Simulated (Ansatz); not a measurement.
Ansatz (an electronic-structure program) input (MP2/6-31G*):

Ansatz 0.2 input:
```yaml
crystal:
  periodic: [false, false, false]
  atoms:
    - {symbol: C, position_ang: [-0.74598462, 0.07954784, 0.23255547]}
    - {symbol: F, position_ang: [0.73298763, -0.10811036, -0.07052530]}
    - {symbol: H, position_ang: [-0.92133566, 1.08748682, -0.22113066]}
    - {symbol: H, position_ang: [-1.19964527, -0.59178060, -0.53947446]}
basis:
  gaussian:
    orbitals: 6-31G*
total_charge: -1
magnetization: {spin_polarized: false}
correlation: {method: mp2, electrons: outside_noble_gas}
relax: {f_tol: 0.003, max_steps: 120}
```

From the last part of the output:

```
relax step   4: F+E_penalty+E_count = -3772.35440216 eV  Δ(F+E_penalty+E_count) = -1.655e-5 eV  max|allowed force component| = 1.612e-2 eV/Å  Δτ_max = 0.0008 Å  (30 SCF iters, accepted)
these checks for a lower state are left out or cut short: starts, cluster_reference, orbital_swaps, neighbouring_geometries, increment
integrals: 0.00 GiB planned
367 factors; integrals over basis functions are off by at most 3.8e-4 eV
mean field: 0.05 GiB planned
mean field -3764.11440021 eV, -138.3286527993 hartree, gradient 9.6e-7 eV, S^2 0.000000; 0 other end points of the search recorded, 0 dependent functions left out
2 core orbitals not correlated
reference -3764.11440021 eV, -138.3286527993 hartree; 7, 7 occupied and 25, 25 virtual orbitals, 367 factors
densities: 0.05 GiB planned
second order -8.24000979 eV of doubles, -0.00000000 eV of singles
the calculation of the forces begins
relax step   5: F+E_penalty+E_count = -3772.35440999 eV  Δ(F+E_penalty+E_count) = -7.832e-6 eV  max|allowed force component| = 6.588e-4 eV/Å  Δτ_max = 0.0005 Å  (31 SCF iters, accepted)
these checks for a lower state are left out or cut short: cluster_reference
integrals: 0.00 GiB planned
367 factors; integrals over basis functions are off by at most 3.8e-4 eV
mean field: 0.05 GiB planned
mean field evaluation 64: about -3764.1147 eV, gradient 1.2e-4 eV
mean field -3764.11440021 eV, -138.3286527993 hartree, gradient 9.6e-7 eV, S^2 0.000000; 1 other end points of the search recorded, 0 dependent functions left out
2 core orbitals not correlated
reference -3764.11440021 eV, -138.3286527993 hartree; 7, 7 occupied and 25, 25 virtual orbitals, 367 factors
densities: 0.05 GiB planned
second order -8.24000979 eV of doubles, -0.00000000 eV of singles
the calculation of the forces begins
Total energy: -3772.35440999 eV, -138.6314675736 hartree
Atom 0 at    -0.743676     0.076757     0.245259 Å, force     0.000659    -0.000209     0.000525 eV/Å
Atom 1 at     0.730073    -0.107267    -0.072425 Å, force    -0.000591     0.000091     0.000036 eV/Å
Atom 2 at    -0.921587     1.085118    -0.227166 Å, force     0.000014     0.000345    -0.000226 eV/Å
Atom 3 at    -1.198788    -0.587464    -0.544243 Å, force    -0.000081    -0.000227    -0.000335 eV/Å
Dipole moment:     0.294752     0.016626    -0.345389 e Å
Checks for a lower state left out: cluster_reference
```

The dipole moment of an ion depends on the origin.
